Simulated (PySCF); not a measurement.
ZrSCl₂: one-bond stretch

All numbers come from B3LYP/[Zr def2-SVP with ECP28, S def2-SVP, Cl def2-SVP], scalar-relativistic core potentials, density fitting, no spin–orbit coupling, PySCF.

Rigid scan from the singlet minimum (Zr–Cl 2.370 Å (×2), Zr–S 2.206 Å; Cl–Zr–Cl 120.6°, Cl–Zr–S 113.5° (×2)). Coordinate: the bond from Zr to the last atom (Cl) scaled, the rest fixed. Energies in kJ/mol from the minimum.

(1) Predict the curve at 0.92, 0.96, 1.00, 1.05, 1.12, 1.20, 1.35, 1.55, 1.80, 2.20.

Results:

(1) 
```tsv
scale of one bond	E (kJ/mol)	dipole size (D)
0.92	32.2	3.85
0.96	7.1	3.62
1.00	0.0	3.48
1.05	8.2	3.43
1.12	39.0	3.56
1.20	87.6	3.95
1.35	187.4	4.99
1.55	303.2	–
1.80	403.2	–
2.20	485.4	–
```

At long bonds a restricted determinant can lie too high, and another spin state can fall below this curve.
